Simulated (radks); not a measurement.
Ionisation of the cadmium ion Cd3+, [Kr] 4d9, to [Kr] 4d8 as the strength of local exchange is varied. Method: Dirac Kohn-Sham, Slater X-alpha exchange (alpha = 2/3 is LDA exchange), no correlation, spin-unpolarised, spherical densities, point nucleus; open shells fill j = l - 1/2 first; computed with a radial shooting solver on a logarithmic mesh with Libxc functionals.

\begin{tabular}{lrrrrr}
alpha & E(Cd3+) (hartree) & exchange (hartree) & IE (eV) & -e of the level emptied (eV) & <r> of it (bohr) \\ \hline
0.667 & -5584.24664 & -144.07856 & 52.196 & 44.029 (4d5/2) & 1.210 \\
0.769 & -5606.32165 & -166.74479 & 54.832 & 46.516 (4d5/2) & 1.190 \\
0.855 & -5624.99914 & -185.98548 & 57.115 & 48.676 (4d5/2) & 1.173 \\
0.874 & -5629.13360 & -190.25234 & 57.627 & 49.162 (4d5/2) & 1.170 \\
0.947 & -5645.04571 & -206.69995 & 59.618 & 51.051 (4d5/2) & 1.156 \\
0.963 & -5648.53904 & -210.31632 & 60.060 & 51.471 (4d5/2) & 1.153 \\
1.01 & -5658.81259 & -220.96312 & 61.368 & 52.715 (4d5/2) & 1.145 \\
\end{tabular}

NIST Atomic Spectra Database: 51 +/- 1.7 eV (theoretical). The central value is not met in this range of alpha. Spin polarisation and multiplet splitting are left out, so open shells lie too high by an amount that depends on their filling.

Beside tabulated values, note that spin-unpolarised runs miss the spin-polarisation part of the exchange energy of open shells.
